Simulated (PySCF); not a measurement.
Species: C5H15N3Si.
Geometry (PBE0-D3(BJ)/def2-SVP, Å), atoms numbered from 1 in this order:
```
atom  x, y, z in Å
C1     1.259   -2.339   -0.947
C2     1.937   -1.231   -0.632
C3     1.570    0.159   -1.030
Si4    0.374    0.931    0.216
N5     1.090    0.693    1.776
N6     0.157    2.586   -0.236
N7    -1.219    0.235    0.142
C8    -1.662   -0.815    1.019
C9    -2.069    0.441   -1.001
H10    0.374   -2.303   -1.590
H11    1.569   -3.321   -0.579
H12    2.817   -1.330    0.018
H13    2.463    0.797   -1.129
H14    1.046    0.170   -2.001
H15    1.543   -0.191    1.982
H16    0.636    1.060    2.605
H17   -0.607    3.112    0.173
H18    0.964    3.178   -0.393
H19   -1.728   -1.797    0.509
H20   -0.964   -0.924    1.861
H21   -2.666   -0.598    1.436
H22   -1.690    1.271   -1.614
H23   -2.140   -0.460   -1.647
H24   -3.103    0.697   -0.696
```

Method: PBE0-D3(BJ)/def2-SVP geometry optimisation, gas phase (PySCF 2.14.0).

Masses are those of the commonest isotopes; rigid-rotor values at the optimised geometry. The values belong to one conformer with, in the numbering `[CH2:1]=[CH:2][CH2:3][Si:4]([NH2:5])([NH2:6])[N:7]([CH3:8])[CH3:9]`, C1–C2–C3–Si4 87°, C2–C3–Si4–N5 51°, C3–Si4–N5–H -41° and 178°, C3–Si4–N6–H 166° and -51°, C3–Si4–N7–C8 96°.

(1) What are A, B and C (cm⁻¹)?

(2) What kind of rotor is it?

(3) Is it planar, by Δ = Ic − Ia − Ib?

(4) Give the other two planar moments, Paa and Pbb, and the rms extents of the mass along the axes.

(5) List the rotational levels J(Ka,Kc) to J = 2 (K).

(6) Predict some low-J microwave lines.

(7) Estimate the classical rotational partition function at 10 K, 200 K and 298.15 K.

Answers

(1) Ia = 344.65, Ib = 434.28, Ic = 536.64 u·Å²; 505379 MHz·u·Å²/I gives 1466, 1164 and 941.7 MHz, that is A = 0.04891, B = 0.03882, C = 0.03141 cm⁻¹.

(2) An asymmetric top; Ray's κ = -0.154.

(3) Not planar: Δ = Ic − Ia − Ib = -242.29 u·Å². For a rigid frame Δ = −2 Σ m c², so Σ m c² = 121.14 u·Å² lies off the ab plane: 31.42 from hydrogen and 89.72 from heavier atoms. The atom farthest from that plane is 2.38 Å away.

(4) Paa = Σ m a² = (Ib + Ic − Ia)/2 = 313.13 and Pbb = Σ m b² = (Ia + Ic − Ib)/2 = 223.51 u·Å². With the mass M = 145.10 u, the rms extents √(P/M) along a, b and c are 1.47, 1.24, 0.91 Å.

(5) Above 0(0,0), as E/k:
J = 1: 1(0,1) 0.101, 1(1,1) 0.116, 1(1,0) 0.126
J = 2: 2(0,2) 0.299, 2(1,2) 0.307, 2(1,1) 0.339, 2(2,1) 0.383, 2(2,0) 0.387
The levels of one J sum to (2J + 1)J(J + 1)(A + B + C)/3.

(6) The dipole components are |μa| = 0.94 D, |μb| = 0.58 D, |μc| = 0.98 D. Intensities carry the squares of the components, which stand as 0.91 : 0.35 : 1.00 (a : b : c). Some lines, for components of 0.1 D or more:

```json
{"type": "c", "branch": "Q", "J(Ka,Kc)": "4(2,3) ← 4(1,3)", "MHz": "372", "lower level (cm⁻¹)": "0.743"}
{"type": "a", "branch": "Q", "J(Ka,Kc)": "3(1,2) ← 3(1,3)", "MHz": "1310", "lower level (cm⁻¹)": "0.411"}
{"type": "b", "branch": "Q", "J(Ka,Kc)": "3(1,2) ← 3(0,3)", "MHz": "1377", "lower level (cm⁻¹)": "0.409"}
{"type": "a", "branch": "Q", "J(Ka,Kc)": "4(1,3) ← 4(1,4)", "MHz": "2080", "lower level (cm⁻¹)": "0.673"}
{"type": "a", "branch": "R", "J(Ka,Kc)": "1(0,1) ← 0(0,0)", "MHz": "2105", "lower level (cm⁻¹)": "0.000"}
{"type": "b", "branch": "Q", "J(Ka,Kc)": "4(3,2) ← 4(2,3)", "MHz": "2306", "lower level (cm⁻¹)": "0.755"}
{"type": "b", "branch": "R", "J(Ka,Kc)": "1(1,1) ← 0(0,0)", "MHz": "2408", "lower level (cm⁻¹)": "0.000"}
{"type": "a", "branch": "R", "J(Ka,Kc)": "2(1,2) ← 1(1,1)", "MHz": "3989", "lower level (cm⁻¹)": "0.080"}
{"type": "a", "branch": "R", "J(Ka,Kc)": "2(0,2) ← 1(0,1)", "MHz": "4126", "lower level (cm⁻¹)": "0.070"}
{"type": "b", "branch": "R", "J(Ka,Kc)": "2(2,0) ← 1(1,1)", "MHz": "5648", "lower level (cm⁻¹)": "0.080"}
{"type": "b", "branch": "R", "J(Ka,Kc)": "3(1,3) ← 2(0,2)", "MHz": "6103", "lower level (cm⁻¹)": "0.208"}
{"type": "a", "branch": "R", "J(Ka,Kc)": "3(2,1) ← 2(2,0)", "MHz": "6597", "lower level (cm⁻¹)": "0.269"}
{"type": "c", "branch": "R", "J(Ka,Kc)": "3(1,2) ← 2(0,2)", "MHz": "7413", "lower level (cm⁻¹)": "0.208"}
{"type": "a", "branch": "R", "J(Ka,Kc)": "4(1,4) ← 3(1,3)", "MHz": "7855", "lower level (cm⁻¹)": "0.411"}
{"type": "a", "branch": "R", "J(Ka,Kc)": "4(0,4) ← 3(0,3)", "MHz": "7900", "lower level (cm⁻¹)": "0.409"}
{"type": "a", "branch": "R", "J(Ka,Kc)": "4(2,3) ← 3(2,2)", "MHz": "8353", "lower level (cm⁻¹)": "0.477"}
{"type": "c", "branch": "R", "J(Ka,Kc)": "4(1,3) ← 3(0,3)", "MHz": "10002", "lower level (cm⁻¹)": "0.409"}
{"type": "b", "branch": "R", "J(Ka,Kc)": "4(3,2) ← 3(2,1)", "MHz": "10293", "lower level (cm⁻¹)": "0.489"}
{"type": "c", "branch": "R", "J(Ka,Kc)": "4(3,1) ← 3(2,1)", "MHz": "10433", "lower level (cm⁻¹)": "0.489"}
{"type": "b", "branch": "R", "J(Ka,Kc)": "4(4,0) ← 3(3,1)", "MHz": "11344", "lower level (cm⁻¹)": "0.547"}
```

(7) Point group C1, symmetry number σ = 1; q = (√π/σ)·√((kT/h)³/(ABC)), k/h = 20836.6 MHz/K: 4210 at 10 K, 376000 at 200 K, 685000 at 298.15 K.

Not checked by PBE0-D3(BJ)/def2-SVP frequencies. No vibrational averaging or centrifugal distortion is included, and the geometry carries the error of its method. A rigid rotor knows nothing of inversion at nitrogen or internal rotation, which can split or shift real lines. Quadrupole hyperfine structure (14N) is left out.

On one thread, Arm Neoverse V1 (aarch64), no GPU (shared host), this took 5.8 min and 0.92 GiB of memory at its peak. These figures are those of the optimisation.
